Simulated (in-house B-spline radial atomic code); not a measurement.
Computed with a B-spline radial atomic code. Model: two electrons, singlet ground state, non-relativistic, full CI in B-splines with partial waves to l = 8 (at full coupling up to 3e-4 hartree above the limit, correlation up to 0.6 % small), density held at that of full coupling by Lieb maximisation.

Along the adiabatic connection the electron repulsion is scaled by a coupling λ while a local potential keeps the density fixed. At λ = 0 the system is the Kohn-Sham one and W equals the exchange energy; the exchange-correlation energy is the area under W between 0 and 1. The kinetic energy rises with λ as the electrons avoid each other, with dT/dλ = −λ dW/dλ.

Command:
```bash
python run_ac.py task.json out
```
Settings (lengths in bohr, energies in hartree):
```
potential              gauss
strength               13.4
lmax                   8
second                 0.975
```

Time taken, with all properties: 9.3 s on 1 thread of Intel(R) Xeon(R) Processor @ 2.30GHz (shared host).

**W = mean repulsion less Hartree energy, and W of three functionals.**

Given: confinement Gaussian well; well depth 13.4 hartree; well width 0.975 bohr; external potential -V exp(-r^2/w^2).

Computed: LDA exchange minus exact 222.68 millihartree; PBE exchange minus exact 62.218 millihartree.

| coupling | W xc (hartree) | W xc minus exchange (millihartree) | kinetic minus Kohn-Sham (millihartree) | LDA (PW92) W minus its exchange (millihartree) | PBE W minus its exchange (millihartree) | SCAN W minus its exchange (millihartree) |
| --- | --- | --- | --- | --- | --- | --- |
| 0 | -1.5176 | 0 | 0 | 0 | 0 | 0 |
| 0.02 | -1.5195 | -1.915 | 0 | -12.95 | -3.01 | -1.89 |
| 0.05 | ? | ? | ? | ? | ? | ? |
| 0.12 | -1.5289 | -11.319 | 0.7 | -52.27 | -17.31 | -11 |
| 0.25 | -1.5408 | -23.126 | 2.9 | -88.6 | -34.41 | -22.26 |
| 0.4 | -1.5538 | -36.189 | 7.1 | -122.09 | -52.54 | -34.62 |
| 0.6 | -1.5704 | -52.729 | 15.3 | -159 | -74.62 | -50.17 |
| 0.8 | -1.586 | -68.333 | 26.3 | -190.29 | -94.79 | -64.81 |
| 1 | -1.6007 | -83.069 | 39.5 | -217.68 | -113.39 | -78.64 |
| 1.4 | -1.6278 | -110.18 | 71.9 | -264.29 | -146.79 | -104.19 |
| 2 | -1.6634 | -145.76 | 132.1 | -320.59 | -189.61 | -138.09 |
| 3 | -1.7119 | -194.32 | 252.6 | -392.31 | -247.35 | -185.42 |
| 4.5 | -1.7669 | -249.32 | 456.6 | -470.23 | -313.23 | -241.03 |
| 7 | ? | ? | ? | ? | ? | ? |
| 10 | -1.8786 | -360.99 | 1222.7 | -629.54 | -455.04 | -361.32 |

**Question.** What belongs in the row 0.05?

**Answer.** W xc (hartree): -1.5224; W xc minus exchange (millihartree): -4.766; kinetic minus Kohn-Sham (millihartree): 0.1; LDA (PW92) W minus its exchange (millihartree): -26.87; PBE W minus its exchange (millihartree): -7.43; SCAN W minus its exchange (millihartree): -4.67.

**Question.** What belongs in the row 7?

**Answer.** W xc (hartree): -1.8296; W xc minus exchange (millihartree): -311.98; kinetic minus Kohn-Sham (millihartree): 811.2; LDA (PW92) W minus its exchange (millihartree): -558.56; PBE W minus its exchange (millihartree): -390.9; SCAN W minus its exchange (millihartree): -307.41.

**Question.** What is the SCAN exchange minus exact?

**Answer.** 7.9962 millihartree.

**Energy parts, natural occupations and partial-wave weights.**

Computed: exchange energy -1.5176 hartree; correlation energy -0.043566 hartree; kinetic part of the DFT correlation energy 0.039503 hartree; initial slope twice GL2 -0.096055 hartree; kinetic part over minus potential part 0.47554; Kohn-Sham kinetic 5.3266 hartree; Lieb Oxford ratio E_xc over LDA exchange 1.2056.

```csv
natural,occupation of the shell (electrons)
s,1.9925
p,0.0065102
s,?
d,0.00027574
p,7.5101e-05
f,3.577e-05
```

**Question.** What belongs in the row s?

**Answer.** occupation of the shell (electrons): 0.00056005.

| wave | weight |
| --- | --- |
| s | 0.99653 |
| p | ? |
| d | 0.00014586 |
| f | 2.0092e-05 |
| g | 4.588e-06 |

**Question.** What belongs in the row p?

**Answer.** weight: 0.0032953.

**Question.** What is the Hartree energy?

**Answer.** 3.0353 hartree.

**Question.** What is the total energy?

**Answer.** -11.4278 hartree.

Half-way to full coupling W has made 54 % of its drop, against 50 % for a straight line, and second-order (GL2) theory, half the initial slope, overshoots the correlation energy by about 10 %: a moderate bend, as in light atoms. Over couplings 0 to 1 the errors in E_xc come to about +134 millihartree for LDA, +44 millihartree for PBE, +10 millihartree for SCAN, so SCAN is nearest. In LDA and PBE the errors of exchange and correlation have opposite signs, so the sum is smaller than the larger of the two.
